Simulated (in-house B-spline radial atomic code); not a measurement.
# Ionising Mn²⁺ with different functionals

Computed with a B-spline radial code for spherical atoms: non-relativistic Hamiltonian, point nucleus, spin-polarised at highest spin, spherical fractional occupations for the functionals, the average over the highest-spin determinants for Hartree-Fock. The ionisation energy is the difference of two self-consistent energies, [Ar] 3d5 → [Ar] 3d4, without Breit or QED terms; ε is the level of the shell that loses the electron (its least bound occupied spin orbital).

Hybrids are left out here: with spherical fractional occupations of an open shell their exact exchange keeps a self-interaction that integer-occupation calculations don't have.

| method | rung | ΔSCF (eV) | -ε(3d) (eV) |
| --- | --- | --- | --- |
| Hartree-Fock | Hartree-Fock | 32.75 | 35.06 |
| LDA VWN5 | LDA | 34.55 | 26.24 |
| LDA PW92 | LDA | 34.53 | 26.23 |
| LDA exchange-only | LDA | 33.26 | 25.07 |
| PBE | GGA | 34.34 | 26.04 |
| PBEsol | GGA | 34.32 | 26.02 |
| BLYP | GGA | 34.17 | 25.84 |
| RPBE | GGA | 34.26 | 25.95 |
| PW91 | GGA | 34.44 | 26.13 |
| BP86 | GGA | 34.35 | 26.05 |
| AM05 | GGA | 34.31 | 26.00 |
| OLYP | GGA | 34.47 | 26.06 |
| TPSS | meta-GGA | 34.23 | 25.92 |
| SCAN | meta-GGA | 34.64 | 26.34 |
| r2SCAN | meta-GGA | 34.68 | 26.36 |
| M06-L | meta-GGA | 34.21 | 25.83 |
| revTPSS | meta-GGA | 34.15 | 25.85 |

Problem. How do they compare with the NIST value?

Solution. NIST lists 33.67 eV ± 0.012 (measured, ground level to ground level). Errors run from -0.92 to +1.01 eV; revTPSS is closest (+0.48 eV), but part of that can be cancellation, since the calculations leave out relativity, Breit-QED terms, multiplet and fine-structure energies. Hartree-Fock also lacks correlation.
